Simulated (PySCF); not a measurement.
Species: C₄H₇ClSi₂.
SMILES with atom numbers: `[Cl:1][C:2]1=[CH:3][SiH2:4][CH:5]=[CH:6][SiH2:7]1` (hydrogens: H8 on C3; H9, H10 on Si4; H11 on C5; H12 on C6; H13, H14 on Si7)

Cartesian coordinates in Å at the GFN2-xTB level; atoms count from 1:
```xyz
14
C4H7ClSi2 angstrom
Cl    -1.918    2.729   -0.119
C     -0.816    1.371   -0.061
C      0.492    1.584   -0.080
Si     1.764    0.203   -0.025
C      0.897   -1.464    0.062
C     -0.422   -1.649    0.081
Si    -1.718   -0.287    0.025
H      0.869    2.599   -0.131
H      2.620    0.376    1.160
H      2.598    0.262   -1.236
H      1.543   -2.336    0.099
H     -0.807   -2.663    0.133
H     -2.542   -0.304    1.239
H     -2.560   -0.421   -1.169
```

Level of theory: PySCF 2.14.0, density-fitted response routines, TDDFT PBE0/def2-SVPD, vertical, gas phase, core orbitals frozen in the response.

Orbital energies (eV): HOMO-3 -8.88, HOMO-2 -8.24, HOMO-1 -8.21, HOMO -7.67, LUMO -1.10, LUMO+1 -0.92, LUMO+2 0.11.

Lowest singlets, with some entries withheld (?).

```
state  λ (nm)  f  main configurations (H = HOMO, L = LUMO)
   S1   218.4  ?       H-2→L (54%), H→L (22%), H→L+1 (11%)
   S2   218.3  ?       H→L (43%), H-2→L (28%), H→L+1 (22%)
   S3   210.6  ?                H-2→L+1 (81%), H-2→L (12%)
   S4   209.9  ?                    H→L+1 (58%), H→L (25%)
   S5   202.1  ?                H-1→L (63%), H-1→L+1 (36%)
   S6   195.2  ?                H-3→L (57%), H-3→L+1 (34%)
```

Task: Supply the missing values.

Result: 
- S1: f = 0.010
- S2: f = 0.019
- S3: f = 0.0005
- S4: f = 0.080
- S5: f = 0.020
- S6: f = 0.0005

Task: Which level carries the most intensity, and what share of the listed sum of f?

Result: S4, with f = 0.080 of 0.130, 62%.

Task: Where do the lowest triplets lie (Tamm–Dancoff)?

Result: T1 3.90 eV, H→L (51%), H→L+1 (40%); T2 4.11 eV, H-1→L (47%), H-1→L+1 (45%). E(S1) − E(T1) = +1.78 eV.

Task: How far apart are S4 and S5, in eV and cm⁻¹?

Result: 6.135 − 5.906 = 0.229 eV, or about 1850 cm⁻¹.

On an Arm Neoverse V1 with one thread (shared host), this took 38 s of wall time and 0.80 GiB of memory at its peak.
